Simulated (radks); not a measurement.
Question: The mean radii <r> (bohr) of the occupied orbitals of an atom or ion are listed with their occupations. Calculated with a radial shooting solver on a logarithmic mesh with Libxc functionals: Dirac Kohn-Sham, PBE, spin-unpolarised, spherical densities, finite nucleus; Fermi nuclear charge, rms radius of each element as measured or else 0.836 A^(1/3) + 0.57 fm.

orbital  occ.      <r>
1s1/2       2  0.02151
2s1/2       2  0.09096
2p1/2       2  0.07590
2p3/2       4  0.08284
3s1/2       2   0.2390
3p1/2       2   0.2286
3p3/2       4   0.2418
3d3/2       4   0.2141
3d5/2       6   0.2182
4s1/2       2   0.5409
4p1/2       2   0.5521
4p3/2       4   0.5820
4d3/2       4   0.6157
4d5/2       6   0.6262
5s1/2       2    1.300
5p1/2       2    1.444
5p3/2       4    1.531
4f5/2       6   0.8235
4f7/2       2   0.8349

Name the element and its charge. Open shells, if any, fill j = l - 1/2 first.

Answer: Z = 65, terbium, charge +3: Tb3+ in [Xe] 4f8. The 1s radius gives Z: for a bare nucleus <r> = (2 gamma + 1)/(2Z) with gamma = sqrt(1 - (Z/c)^2), 0.02124 bohr for Z = 65, and screening makes it slightly larger (0.02151 here). The occupations add up to 62, and the charge is Z minus that.
